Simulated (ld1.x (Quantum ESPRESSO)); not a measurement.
Ranking TM potentials for lithium

All share these settings but for the change named:

- Element: lithium (Li)
- Generator: ld1.x (Quantum ESPRESSO) 7.5
- Type: norm-conserving Troullier–Martins (Kleinman–Bylander form)
- Functional: PBEsol
- Relativity: non-relativistic
- Frozen core: none
- Valence charge: 3
- Reference configuration: 1s2 2s0 2p0 (charge +1)
- Partial waves: 1s (bound): rc 0.50 bohr; 2p (bound, empty): rc 3.45 bohr
- Local potential: all-electron potential smoothed inside 2.45 bohr (lloc = -1)
- Core correction: none

Test errors are all-electron minus pseudo excitation energies from the reference, over 1s2 2s1 2p0; 1s2 2s0.5 2p0; 1s2 2s0 2p1; 1s1 2s1 2p0. None of these files shows a bound ghost.

The base gives 885.6 meV.

Of 6 variants that were run, those that failed, showed a ghost or another fault, or gave nearly equal values are left out.

(1) Rank these variants by their largest absolute test error, smallest first.
A. all radii scaled by about 1.09 (s 0.54, p 3.76 bohr); local potential all-electron potential smoothed inside 2.68 bohr (lloc = -1)
B. all radii scaled by about 1.28 (s 0.64, p 4.42 bohr); local potential all-electron potential smoothed inside 3.14 bohr (lloc = -1)
C. all radii scaled by about 1.15 (s 0.58, p 3.96 bohr); local potential all-electron potential smoothed inside 2.82 bohr (lloc = -1)
D. all radii scaled by about 0.85 (s 0.42, p 2.94 bohr); local potential all-electron potential smoothed inside 2.08 bohr (lloc = -1)

Answers

(1) D (716.9 meV), A (1077.5 meV), C (1238.1 meV), B (1764.1 meV).
